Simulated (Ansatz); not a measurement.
Geometry optimisation, UKS PBE0/def2-SVP (Ansatz).

Input:

```yaml
crystal:
  periodic: [false, false, false]
  atoms:
    - { symbol: Ga, position_ang: [-0.000295, 0.000414, -0.42984] }
    - { symbol: Cl, position_ang: [0.000838, -0.000149, 3.009362] }
    - { symbol: H, position_ang: [1.379376, -0.000151, -1.207382] }
    - { symbol: H, position_ang: [-1.379727, -0.000137, -1.207791] }
    - { symbol: Si, position_ang: [0.000132, -2.5e-05, 5.120627] }
    - { symbol: H, position_ang: [-0.762396, -1.187155, 5.592171] }
    - { symbol: H, position_ang: [1.409187, -0.066533, 5.593] }
    - { symbol: H, position_ang: [-0.647114, 1.253735, 5.592054] }
magnetization:
  spin_polarized: true
  initial_magnetization: 1
basis:
  gaussian: { orbitals: def2-SVP }
hamiltonian:
  xc: pbe0
relax:
  f_tol: 0.03
  max_steps: 50
```

Command:

```bash
$ ansatz run input.yaml --threads 4 --pin off --max-ram 5120MiB --backend cpu --events-out ev --progress --plain --runs-dir out
```

Q: Where does it end, and by what steps?

A: The forces met the threshold. The force dipped under the threshold on the way, but the program's further checks kept it going. After 4 steps the energy has fallen by 0.045 eV; H4 moved furthest, 0.41 Å.

```csv
step,energy less start (eV),largest force component (eV/Å),accepted
0,0.0000,0.644,yes
1,-0.0362,0.253,yes
2,-0.0431,0.022,yes
3,-0.0443,0.034,yes
4,-0.0447,0.015,yes
```

```xyz
8
Properties=species:S:1:pos:R:3
Ga 0.000 0.001 -0.814
Cl 0.001 0.000 3.277
H 1.381 0.000 -1.618
H -1.381 0.000 -1.618
Si 0.000 0.000 5.347
H -0.761 -1.185 5.829
H 1.407 -0.066 5.830
H -0.646 1.252 5.829
```

Run time: 8.2 s on 4 threads of Intel(R) Xeon(R) CPU @ 2.60GHz (Ice Lake), on a shared host, peak memory 0.3 GiB.
